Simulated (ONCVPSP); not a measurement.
# Configuration tests for Nb (Z = 41) (ONCV)

| Item | Value |
| --- | --- |
| Element | Nb (Z = 41) |
| Generator | ONCVPSP 4.0.1 |
| Type | optimised norm-conserving Vanderbilt (ONCV) |
| Functional | PBEsol |
| Relativity | scalar-relativistic |
| Frozen core | [Ar] 3d10 |
| Valence charge | 13 |
| Reference configuration | 4s2 4p6 4d2 (charge +3) |
| Partial waves | 4s: rc 1.55 bohr, ncon 3, nbas 8, qcut 8.2 1/bohr, 2 projectors, debl 2.8 Ha; 4p: rc 1.40 bohr, ncon 4, nbas 7, qcut 5.4 1/bohr, 2 projectors, debl 2.3 Ha; 4d: rc 2.00 bohr, ncon 5, nbas 10, qcut 7.4 1/bohr, 2 projectors, debl 3 Ha |
| Local potential | polynomial inside 0.95 bohr (lpopt 5, dvloc0 0 Ha) |
| Core correction | Teter function, fcfact 1.4, rcfact 1.8 |

In the s channel the program set the typed energies aside and used -3.266, 0.250 Ha. In the p channel the program set the typed energies aside and used -2.374, 0.250 Ha.

Energies are relative to the spin-unpolarised reference configuration 4s2 4p6 4d2; without spin polarisation the order of configurations can differ from experiment.

```json
{"valence configuration": "4s2 4p6 4d4", "charge": "+1", "ΔE all-electron (eV)": "-38.726", "error AE − PS (meV)": "-1.8"}
{"valence configuration": "4s2 4p6 4d3", "charge": "+2", "ΔE all-electron (eV)": "-24.697", "error AE − PS (meV)": "+0.1"}
```

Q: What are ΔE and the potential's error for 4s2 4p6 4d4 5p1?

A: ΔE = -42.385 eV all-electron; the error (AE − PS) is -0.2 meV.

Q: What are ΔE and the potential's error for 4s2 4p6 4d4 5s1?

A: ΔE = -45.378 eV all-electron; the error (AE − PS) is +1.3 meV.

Levels in the configuration 4s2 4p6 4d4 5p1:

```tsv
level	all-electron (eV)	pseudo (eV)
4s	-59.605	-59.620
4p	-35.756	-35.763
4d	-4.190	-4.188
5p	-1.761	-1.761
```

Note: no bound ghost flagged; GHOST(+) flagged for s at 67.0 eV.
